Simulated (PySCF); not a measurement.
Orbital gap (eV) of eight compounds of closed-shell metals: PBE beside HF, computed with PySCF for isolated molecules in the bases named; differences from unrounded values. The eight are the first of their class met in an unordered collection, after screening for sound electronic states; none was chosen by its value. Each molecule has one DFT geometry for both levels.

| molecule | basis | HF | PBE | difference |
|---|---|---|---|---|
| CH6AlClGe, SMILES [CH3][Al]([Cl])[GeH3] | def2-TZVP | 11.31 | 4.15 | -7.17 |
| Al(Cl)(OH)(OSiH3) (AlClH4O2Si), SMILES [OH][Al]([Cl])[O][SiH3] | def2-TZVP | 14.45 | 5.61 | -8.83 |
| Zn(SMe)(SeH) (CH₄SSeZn), SMILES [Zn]([S]C)[SeH] | def2-TZVP | 11.26 | 3.91 | -7.35 |
| AlH7O2Si2, SMILES [OH][Al]([OH])[SiH2][SiH3] | def2-TZVP | 11.99 | 5.04 | -6.94 |
| C₂H₇AlO₂, SMILES C[O][AlH][O]C | def2-TZVP | 14.28 | 5.49 | -8.78 |
| C₂H₃AlClNO, SMILES [CH3][Al]([Cl])[N]=C=O | def2-TZVP | 13.68 | 5.31 | -8.37 |
| Mg(Et)(OMe) (C3H8MgO), SMILES C[CH2][Mg][O]C | def2-TZVP | 10.67 | 3.95 | -6.72 |
| Al(H)(Me)(OEt) (C3H9AlO), SMILES [AlH]([CH3])[O]CC | def2-TZVP | 13.14 | 5.04 | -8.10 |

PBE lies below HF in 8 and above it in 0 of the eight; the mean signed difference is -7.78 and the largest -8.83 eV.
